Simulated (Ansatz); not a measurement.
```xyz
7

S    -0.0036    0.0084    0.0040
F     1.5846    0.0059    0.0071
F    -1.5737   -0.0072   -0.0004
F     0.0091    1.5808   -0.0042
F     0.0012   -1.5876   -0.0071
F    -0.0038    0.0070    1.5746
F    -0.0032   -0.0093   -1.5787
```

Basis set: 6-31G* (spherical functions). Left uncorrelated: 11 orbitals. Charge 0, multiplicity 1.

Computed with Ansatz (development build ahead of 0.2.0); each method stands on the lowest determinant of its kind that the runs found. Restricted open shells among the atoms or ions are ROHF, correlated in semicanonical orbitals with singles.

**Question.** Give the atomization energy at this shape (free ground-state atoms in the same class of orbitals less the molecule, no zero-point energy) of singlet SF6 by RHF-MP2, RHF.

**Answer.**

| method | atomization energy |
| --- | --- |
| RHF-MP2 | 19.41 eV |
| RHF | 9.39 eV |
